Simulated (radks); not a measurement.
Q: Coherent X-ray form factor from a spherical all-electron density. Calculated with a radial shooting solver on a logarithmic mesh with Libxc functionals: scalar-relativistic Kohn-Sham, PBE, spin-polarised, spherical densities, point nucleus.

sin(theta)/lambda (1/angstrom),f0 (electrons)
0.05,57.243
0.1,55.145
0.15,52.142
0.2,48.735
0.25,45.330
0.3,42.163
0.4,36.807
0.5,32.533
0.6,28.962
0.8,23.334
1,19.505
1.25,16.469
1.5,14.264
2,10.438

The species is in the configuration that NIST lists as its ground one. Which atom or ion scatters so?

A: The neodymium ion Nd2+, [Xe] 4f4. Extrapolating in s^2 from the first two rows gives f0(0) = 57.9, near the electron count 58; among species with that count, the fall with angle is slower the higher Z, and the table is that of Z = 60; from so few rows the species is fixed only to a neighbour or two.
